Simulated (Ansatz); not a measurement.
Consider the formal exchange of groups at a C–Sb bond: `[CH3][SbH][CH2]O` + `OC(F)F` → `OCC(O)(F)F` + `[CH3][SbH2]`.

Gas-phase electronic energies from Ansatz, PBE0-D4/def2-TZVP geometries. CBS: MP2 limit from def2 TZ/QZ plus the TZ coupled-cluster correction, frozen cores. DFT in def2-TZVPP. Elements past krypton have def2 core potentials. For Sb outer-core shells are correlated without core-valence functions, which leaves a few kJ/mol of doubt a bond. Each species was taken in one conformer, which may not be the lowest.

Question: Is it downhill or uphill in electronic energy at CCSD(T)/CBS, and by how much? (Best estimate.)

Answer: The calculation gave: Downhill: ΔE = -18.1 kJ/mol.

Question: What do these levels give: PBE-D4, ωB97X-V, B2PLYP, PBE, r2SCAN, MP2/CBS(def2)? (Best estimate.)

Answer: The calculation gave: PBE-D4 -15.3, ωB97X-V -29.4, B2PLYP -20.7, PBE -17.1, r2SCAN -25.1, MP2/CBS(def2) -11.3 kJ/mol.

Largest T1 diagnostic among the species: 0.013.

In def2-TZVPP, CCSD(T) changes the Hartree–Fock value by +15.8 kJ/mol (the triples alone add +2.9 kJ/mol) and MP2 by +22.6 kJ/mol. From PBE to PBE0 (25 % exact exchange), in def2-TZVPP and without D4, ΔE moves by −7.7 kJ/mol.
